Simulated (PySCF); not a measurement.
C3 (SMILES [C]=C=[C]), singlet, geometry from GFN2-xTB; CASSCF(6,7)/6-31G (PySCF).

PySCF was given this input:
```python
from pyscf import gto, scf, mcscf
import numpy

mol = gto.M(
    atom='''
C    -1.28437576    0.09341332    0.00772869
C    -0.00051858   -0.00857482    0.00826663
C     1.28489434   -0.08483850   -0.01599533
''',
    basis='6-31g',
    verbose=4,
)

mf = scf.RHF(mol)
mf.kernel()
mc = mcscf.CASSCF(mf, 7, 6)
mc.fix_spin_(ss=0.0)
mc.kernel()
occ = numpy.linalg.eigvalsh(mc.fcisolver.make_rdm1(mc.ci, mc.ncas, mc.nelecas))[::-1]
ss = mc.fcisolver.spin_square(mc.ci, mc.ncas, mc.nelecas)[0]
print('natural occupations', occ.round(4), ' <S^2>', round(ss, 4))
```

It wrote (shortened):

```
PySCF version 2.14.0

[INPUT] verbose = 4
[INPUT] num. atoms = 3
[INPUT] num. electrons = 18
[INPUT] charge = 0
[INPUT] spin (= nelec alpha-beta = 2S) = 0
[INPUT] symmetry False subgroup None
[INPUT] Mole.unit = angstrom
[INPUT] Symbol           X                Y                Z      unit          X                Y                Z       unit  Magmom
[INPUT]  1 C     -1.284375760000   0.093413320000   0.007728690000 AA   -2.427118427430   0.176525591186   0.014605107402 Bohr   0.0
[INPUT]  2 C     -0.000518580000  -0.008574820000   0.008266630000 AA   -0.000979974174  -0.016204061367   0.015621666673 Bohr   0.0
[INPUT]  3 C      1.284894340000  -0.084838500000  -0.015995330000 AA    2.428098401604  -0.160321529819  -0.030226792972 Bohr   0.0

nuclear repulsion = 36.9801998151734
number of shells = 15
number of NR pGTOs = 66
number of NR cGTOs = 27
basis = 6-31g
ecp = {}

******** <class 'pyscf.scf.hf.RHF'> ********
method = RHF
initial guess = minao
damping factor = 0
level_shift factor = 0
DIIS = <class 'pyscf.scf.diis.CDIIS'>
diis_start_cycle = 1
diis_space = 8
diis_damp = 0
SCF conv_tol = 1e-09
SCF conv_tol_grad = None
SCF max_cycles = 50
direct_scf = True
direct_scf_tol = 1e-13
Set gradient conv threshold to 3.16228e-05
Initial guess from minao.
init E= -113.60137107185
  HOMO = -0.242168498239546  LUMO = -0.0690122778384597  gap/eV = 4.71182
cycle= 1 E= -113.282037412388  delta_E= 0.319  |g|= 0.277  |ddm|= 2.05
  HOMO = -0.485337250093496  LUMO = -0.0321374295936116  gap/eV = 12.33220
cycle= 2 E= -113.313282184693  delta_E= -0.0312  |g|= 0.0703  |ddm|= 0.732
  HOMO = -0.465245361585795  LUMO = -0.000222058717931843  gap/eV = 12.65393
cycle= 3 E= -113.316013831017  delta_E= -0.00273  |g|= 0.029  |ddm|= 0.211
  HOMO = -0.463065275310148  LUMO = -0.00125725603298389  gap/eV = 12.56644
cycle= 4 E= -113.316329989839  delta_E= -0.000316  |g|= 0.00778  |ddm|= 0.0651
  HOMO = -0.466287799820739  LUMO = -0.0025775551601363  gap/eV = 12.61820
cycle= 5 E= -113.316356762432  delta_E= -2.68e-05  |g|= 0.00202  |ddm|= 0.02
  HOMO = -0.466078442810573  LUMO = -0.00234708927886941  gap/eV = 12.61877
cycle= 6 E= -113.316358499802  delta_E= -1.74e-06  |g|= 0.000276  |ddm|= 0.0115
  HOMO = -0.4660629279117  LUMO = -0.00232986655151132  gap/eV = 12.61882
cycle= 7 E= -113.316358543023  delta_E= -4.32e-08  |g|= 6.66e-05  |ddm|= 0.000547
  HOMO = -0.466062707748859  LUMO = -0.00233098309704078  gap/eV = 12.61878
cycle= 8 E= -113.316358549597  delta_E= -6.57e-09  |g|= 2.94e-05  |ddm|= 0.00019
  HOMO = -0.466063866848306  LUMO = -0.00233146499077514  gap/eV = 12.61880
cycle= 9 E= -113.316358551357  delta_E= -1.76e-09  |g|= 3.52e-06  |ddm|= 0.000149
  HOMO = -0.466063466390195  LUMO = -0.00233131019519563  gap/eV = 12.61879
cycle= 10 E= -113.316358551374  delta_E= -1.74e-11  |g|= 4.1e-07  |ddm|= 2.2e-05
  HOMO = -0.466063436523748  LUMO = -0.00233129341879055  gap/eV = 12.61879
Extra cycle  E= -113.316358551374  delta_E= 5.68e-14  |g|= 1.52e-07  |ddm|= 3.53e-06
converged SCF energy = -113.316358551374

******** <class 'pyscf.mcscf.mc1step.CASSCF'> ********
CAS (3e+3e, 7o), ncore = 6, nvir = 14
max_cycle_macro = 50
max_cycle_micro = 4
conv_tol = 1e-07
conv_tol_grad = None
orbital rotation max_stepsize = 0.02
orbital rotation threshold for CI restart = 0.01
augmented hessian ah_max_cycle = 30
augmented hessian ah_conv_tol = 1e-12
augmented hessian ah_linear dependence = 1e-14
augmented hessian ah_level shift = 1e-08
augmented hessian ah_start_tol = 2.5
augmented hessian ah_start_cycle = 3
augmented hessian ah_grad_trust_region = 3
kf_trust_region = 3
kf_interval = 4
ci_response_space = 4
ci_grad_trust_region = 3
with_dep4 0
natorb = False
canonicalization = True
sorting_mo_energy = False
ao2mo_level = 2
internal_rotation = False
******** <class 'pyscf.fci.addons.SpinPenaltyFCISolver'> ********
max. cycles = 50
conv_tol = 1e-08
davidson only = True
linear dependence = 1e-12
level shift = 0.001
max iter space = 12
nroots = 1
pspace_size = 400
spin = None
CASCI E = -113.387696285858  S^2 = 0.0000000
Set conv_tol_grad to 0.000316228
macro iter   1 ( 21 JK    4 micro), CASSCF E = -113.408884659523  dE = -2.11883737e-02  S^2 = 0.0000000
               |grad[o]|= 0.08  |grad[c]|=0.0258  |ddm|=0.0334  |maxRot[o]|=0.314
macro iter   2 ( 21 JK    4 micro), CASSCF E = -113.412145749175  dE = -3.26108965e-03  S^2 = 0.0000000
               |grad[o]|=0.0348  |grad[c]|=0.00658  |ddm|=0.00907  |maxRot[o]|=0.159
macro iter   3 ( 21 JK    4 micro), CASSCF E = -113.413879134947  dE = -1.73338577e-03  S^2 = 0.0000000
               |grad[o]|=0.00936  |grad[c]|=0.00985  |ddm|=0.00517  |maxRot[o]|=0.138
macro iter   4 ( 12 JK    3 micro), CASSCF E = -113.416649175573  dE = -2.77004063e-03  S^2 = 0.0000000
               |grad[o]|=0.00797  |grad[c]|=0.00815  |ddm|=0.0103  |maxRot[o]|=0.149
macro iter   5 ( 12 JK    3 micro), CASSCF E = -113.419380636712  dE = -2.73146114e-03  S^2 = 0.0000000
               |grad[o]|=0.00986  |grad[c]|=0.00378  |ddm|=0.0106  |maxRot[o]|=0.149
macro iter   6 ( 20 JK    4 micro), CASSCF E = -113.421326726719  dE = -1.94609001e-03  S^2 = 0.0000000
               |grad[o]|=0.00895  |grad[c]|=0.00655  |ddm|=0.00629  |maxRot[o]|= 0.14
macro iter   7 ( 14 JK    4 micro), CASSCF E = -113.422102263687  dE = -7.75536968e-04  S^2 = 0.0000000
               |grad[o]|=0.00619  |grad[c]|=0.0021  |ddm|=0.00274  |maxRot[o]|=0.0936
macro iter   8 ( 12 JK    4 micro), CASSCF E = -113.422323718307  dE = -2.21454619e-04  S^2 = 0.0000000
               |grad[o]|=0.00345  |grad[c]|=0.00142  |ddm|=0.000488  |maxRot[o]|=0.0635
macro iter   9 (  6 JK    2 micro), CASSCF E = -113.422339611263  dE = -1.58929566e-05  S^2 = 0.0000000
               |grad[o]|=0.00151  |grad[c]|=0.000158  |ddm|=0.000285  |maxRot[o]|=0.0207
macro iter  10 (  3 JK    1 micro), CASSCF E = -113.422339631329  dE = -2.00656274e-08  S^2 = 0.0000000
               |grad[o]|=0.000143  |grad[c]|=4.29e-05  |ddm|=2.26e-05  |maxRot[o]|=0.000339
1-step CASSCF converged in  10 macro (142 JK  33 micro) steps
CASSCF canonicalization
Density matrix diagonal elements [1.95423617 1.89044358 1.89043608 0.0979797  0.09798106 0.03446575
 0.03445767]
CASSCF energy = -113.422339631329
CASCI E = -113.422339631329  E(CI) = -8.66722244909722  S^2 = 0.0000000
natural occupations [1.9542 1.8921 1.8921 0.0993 0.0993 0.0315 0.0315]  <S^2> 0.0
```
